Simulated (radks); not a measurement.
Numerical settings for the tantalum ion Ta3+, [Xe] 4f14 5d2. All-electron calculation, scalar-relativistic Kohn-Sham, PBE, spin-polarised, spherical densities, finite nucleus; open shells are filled with parallel spins first (spin-orbit coupling, left out, can overturn this in heavy ions); Fermi nuclear charge, rms radius 5.3507 fm. Program: a radial shooting solver on a logarithmic mesh with Libxc functionals. The defaults (mesh step 0.008 in ln r, mesh end at 40 bohr or more with all orbitals vanishing there, Anderson mixing 0.5 over 9 steps, residual threshold near 1e-9 with the energy settled to 1e-9 hartree or 1e-11 of itself, here a cap of 97 iterations) give E = -15600.5863 hartree and 5d at -29.857 eV in 17 iterations. Run on one thread of a shared host, so times are rough (Arm Neoverse V2): 0.28 s of CPU time, 0.28 s wall, 17 iterations on 2213 mesh points. Changes against that run (0 stands for a change within the tolerance of the run):

| setting | iterations | converged | E (mhartree) | e(5d) (meV) | CPU (s) |
|---|---|---|---|---|---|
| mesh step in ln r 0.05 | 16 | yes | -0.0333 | -0.00649 | 0.06 |
| mesh step in ln r 0.2 | 4 | no | diverged | - | 0.03 |
| mesh step in ln r 0.08 | 2 | no | diverged | - | 0.01 |
| mesh end (bohr) 8 | 17 | yes | +0.00484 | +0.36 | 0.27 |
| mesh end (bohr) 1 | 15 | level above zero | +1.92e+05 | +6.21e+05 | 0.19 |
| residual threshold 0.01 | 11 | yes | 0 | -0.204 | 0.21 |
| residual threshold 0.1 | 11 | yes | 0 | -0.204 | 0.21 |
| mixing 0.01 | 28 | yes | 0 | 0 | 0.43 |
| linear mixing, mixing 1 | 97 | no | +2.64e+05 | -6.5e+05 | 3.9 |
| linear mixing, mixing 0.05 | 97 | no | -2.01 | -64.5 | 1.5 |
| mixing history 3 | 18 | yes | 0 | 0 | 0.28 |
| iteration cap 5 | 5 | no | +16.1 | +685 | 0.11 |

Settled on a wrong energy, with an occupied level pushed above zero by the early mesh end: mesh end (bohr) 1 (+192 hartree). Apart from these: no run marked as converged misses the energy by more than 1 mhartree. A mesh that ends early acts as a hard wall.
